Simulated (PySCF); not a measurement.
**Zinc: a sound run and one with changed settings**

Sound run: Zn⁺ [Ar] 3d10 4s1, Zn²⁺ [Ar] 3d10. Calculation: PySCF 2.14, in def2-TZVP; the non-relativistic Hamiltonian (point nucleus). In the sound run the correlated levels freeze [Ar]. The sound run starts from symmetry-adapted Hartree-Fock orbitals and uses a fine grid where one is needed.

Changed run: all electrons correlated in a basis built for the valence shell.

| species | method | sound run (hartree) | changed run (hartree) | converged |
| --- | --- | --- | --- | --- |
| Zn⁺ | MP2 | -1777.89023 | -1778.16010 | yes |
| Zn²⁺ | MP2 | -1777.25584 | -1777.52304 | yes |

Ionisation energy of Zn⁺:

```
 method  sound run (eV)  changed run (eV)
    UHF          16.589            16.589
    MP2          17.263            17.335
SCS-MP2          17.144            17.188
```

A valence basis has no tight correlating functions, so it recovers only part of the core correlation, and not evenly between atom and ion.

For comparison, NIST gives 17.964 eV between the lowest levels.
